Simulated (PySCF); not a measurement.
BH3, SMILES B. Coordinates come from a B3LYP-D3(BJ)/def2-TZVPD optimisation. The isomer is the one that the SMILES or the coordinates give; other isomers of the formula were not compared.

Level of theory: B3LYP-D3(BJ)/def2-TZVPD (PySCF).

Harmonic wavenumbers (cm⁻¹): 1162, 1202, 1202, 2563, 2694, 2694. Rotational constants (GHz): 236.3, 236.3, 118.1; symmetry number 6.

**Question.** Work out the zero-point energy and the ideal-gas rigid-rotor harmonic-oscillator thermochemistry at 298.15 K and 1 atm.

**Answer.** ZPE = ½ Σ hcν = ½ × 11517 cm⁻¹ = 68.89 kJ/mol. H − E(el) = 78.94 kJ/mol. Entropy in J/(mol K): translation 141.51, rotation 45.99, vibration 0.55, total 188.04. G − E(el) = 22.88 kJ/mol. Cp = 35.94 J/(mol K).
